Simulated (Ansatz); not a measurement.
Relaxation of C2H10AlNO (15 atoms, charge 0, multiplicity 1), to a largest force component of 0.03 eV/Å in at most 50 steps.

Theory: Ansatz 0.2.0, RKS PBE0-D4/6-31G.

```xyz
15
Properties=species:S:1:pos:R:3
Al -0.655 1.544 1.062
N -0.415 -0.526 -1.363
C 0.131 -0.035 -2.620
H -0.158 2.801 0.211
H -2.087 1.354 1.768
H 0.251 -0.631 -0.600
O 0.630 0.302 1.438
C 0.628 -0.750 2.405
H -1.067 -1.295 -1.435
H -0.683 0.279 -3.283
H 0.749 0.847 -2.422
H 0.750 -0.768 -3.163
H 1.048 -0.401 3.362
H -0.383 -1.150 2.600
H 1.261 -1.572 2.039
```

Where does it end, and by what steps?

The run converged. The force dipped under the threshold on the way, but the program's further checks kept it going. Limits of this set-up: no polarisation functions. After 22 steps the energy has fallen by 1.245 eV; H5 moved furthest, 1.22 Å. Joined: Al1–N2.

| step | energy less start (eV) | largest force component (eV/Å) | accepted |
| --- | --- | --- | --- |
| 0 | 0.0000 | 1.301 | yes |
| 1 | -0.2307 | 0.701 | yes |
| 2 | -0.4673 | 0.563 | yes |
| 3 | -0.7347 | 0.515 | yes |
| 4 | -0.9888 | 0.421 | yes |
| 5 | -1.0904 | 0.155 | yes |
| 6 | -1.1555 | 0.273 | yes |
| 7 | -1.1870 | 0.286 | yes |
| 8 | -1.1839 | 0.629 | no |
| 9 | -1.2127 | 0.072 | yes |
| 10 | -1.2238 | 0.204 | yes |
| 11 | -1.2281 | 0.428 | yes |
| 12 | -1.2347 | 0.148 | yes |
| 13 | -1.2342 | 0.234 | no |
| 14 | -1.2403 | 0.040 | yes |
| 15 | -1.2385 | 0.285 | no |
| 16 | -1.2422 | 0.027 | yes |
| 17 | -1.2435 | 0.042 | yes |
| 18 | -1.2442 | 0.031 | yes |
| 19 | -1.2447 | 0.040 | yes |
| 20 | -1.2452 | 0.042 | yes |
| 21 | -1.2453 | 0.050 | yes |
| 22 | -1.2455 | 0.028 | yes |

```xyz
15
Properties=species:S:1:pos:R:3
Al -0.749 0.767 0.435
N -0.484 -0.367 -1.234
C 0.160 0.295 -2.391
H -0.085 2.202 0.072
H -2.339 0.714 0.761
H 0.133 -1.039 -0.760
O 0.287 -0.442 1.250
C 0.762 -0.635 2.571
H -1.352 -0.833 -1.494
H -0.512 1.059 -2.791
H 1.070 0.793 -2.049
H 0.409 -0.417 -3.184
H 1.400 0.197 2.907
H -0.061 -0.743 3.295
H 1.361 -1.552 2.611
```

Whether the end is a true minimum wasn't checked by a vibrational analysis.

The run took 100 s on 1 thread of Arm Neoverse V2, on a shared host, peak memory 0.17 GiB.
